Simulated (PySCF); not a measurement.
Si(Cl)(Br)(Me)(NH2) (CH5BrClNSi), SMILES N[Si](C)(Cl)Br. Atoms are numbered in the order given.

```xyz
10

C      1.7499    -1.3589     0.3687
Si     0.2261    -0.5854    -0.3470
N     -0.8683    -1.7683    -0.9209
Cl     0.6842     0.6163    -1.9624
Br    -0.6462     0.7658     1.2203
H      1.4908    -1.9896     1.2332
H      2.2475    -1.9804    -0.3907
H      2.4477    -0.5812     0.7109
H     -1.1443    -2.5239    -0.3020
H     -1.6427    -1.4792    -1.5093
```

Geometry: PBE0-D3(BJ)/def2-SVP. The values are those of a single conformer.

Two levels are set side by side: PBE/pcSseg-1 (PySCF) and PBE0/pcSseg-1 (PySCF). GIAO shifts against HCl (³⁵Cl), NH3 (¹⁵N), TMS (²⁹Si), TMS (¹H), TMS (¹³C) at the same level; non-relativistic, no solvent, atoms listed together averaged. Without spin–orbit terms, shifts of atoms bonded to Cl or Br come out too high at both levels. Differences are taken from unrounded values.

| quantity | PBE0 | PBE | PBE minus PBE0 |
|---|---|---|---|
| δ(¹³C) of C1 (ppm) | 10.5 | 11.2 | 0.7 |
| δ(²⁹Si) of Si2 (ppm) | 29.8 | 30.6 | 0.8 |
| δ(¹⁵N) of N3 (ppm) | 53.0 | 59.7 | 6.8 |
| δ(³⁵Cl) of Cl4 (ppm) | 91.1 | 111.7 | 20.5 |

Rough cost on one machine, each run with all the roots and properties that it gave: PBE0 against PBE within a factor of 2.
